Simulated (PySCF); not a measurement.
NICS in isomers of C7H6N2.

Definitions: NICS(0) = −σiso at the ring centroid; NICS(1) = −σiso and NICS(1)zz = −σzz at ±1 Å along the ring normal z. Level: GIAO PBE0/pcSseg-1 (PySCF, non-relativistic, gas phase) on the GFN2-xTB geometries, one conformer each. Atom numbers follow the mapped SMILES.

Question: Order these rings by mean NICS(1)zz, lowest (most negative) first (ppm).
A. ring C7–C8–C9 in `[N:1]#[C:2][C:3]1([C:4]#[N:5])[CH2:6][C:7]12[CH2:8][CH2:9]2`
B. ring C4–N5–N6–C7–C8 in `[cH:1]1[cH:2][cH:3][c:4]2[nH:5][n:6][cH:7][c:8]2[cH:9]1`
C. ring C2–C3–C4–C5–C6–N9 in `[CH3:1][c:2]1[cH:3][cH:4][cH:5][c:6]([C:7]#[N:8])[n:9]1`

Answer: B (-32.8), C (-26.9), A (-19.4).

```json
{"SMILES": "c1ccc2[nH]ncc2c1", "ring": "5-membered ring with 2 N; formal bonds all aromatic", "NICS(0)": "-13.7", "NICS(1)": "-12.7", "NICS(1)zz": "-32.8", "HOMA": "0.85", "rms pucker (Å)": "0.00", "ring atoms with four or more neighbours": "0"}
{"SMILES": "Cc1cccc(C#N)n1", "ring": "6-membered ring with N; formal bonds all aromatic", "NICS(0)": "-7.5", "NICS(1)": "-11.1", "NICS(1)zz": "-26.9", "HOMA": "0.99", "rms pucker (Å)": "0.00", "ring atoms with four or more neighbours": "0"}
{"SMILES": "N#CC1(C#N)CC12CC2", "ring": "3-membered carbocycle; formal bonds all single", "NICS(0)": "-39.5", "NICS(1)": "-6.9", "NICS(1)zz": "-19.4", "HOMA": "–", "rms pucker (Å)": "0.00", "ring atoms with four or more neighbours": "3"}
```

NICS(0) gives another order. The isotropic NICS(1) gives the same order. HOMA uses Krygowski's 1993 parameters; it is left out where a ring has a four-coordinate atom, a triple bond, no multiple bond or a kind of bond without parameters. NICS(1) and NICS(1)zz are means over the two faces.
